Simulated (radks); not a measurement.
Values are calculated unless marked as measured or tabulated.
Problem. The mean radii <r> (bohr) of the occupied orbitals of an atom or ion are listed with their occupations. Level of theory: scalar-relativistic Kohn-Sham, PBEsol, spin-unpolarised, spherical densities, finite nucleus; Fermi nuclear charge, rms radius of each element as measured or else 0.836 A^(1/3) + 0.57 fm (a radial shooting solver on a logarithmic mesh with Libxc functionals).

orbital  occ.      <r>
1s          2  0.05624
2s          2   0.2554
2p          6   0.2249
3s          2   0.7296
3p          6   0.7450
3d          2   0.7519

Name the element and its charge.

Solution. Z = 27, cobalt, charge +7: Co7+ in [Ar] 3d2. The 1s radius gives Z: for a bare nucleus <r> = (2 gamma + 1)/(2Z) with gamma = sqrt(1 - (Z/c)^2), 0.05483 bohr for Z = 27, and screening makes it slightly larger (0.05624 here). The occupations add up to 20, and the charge is Z minus that.
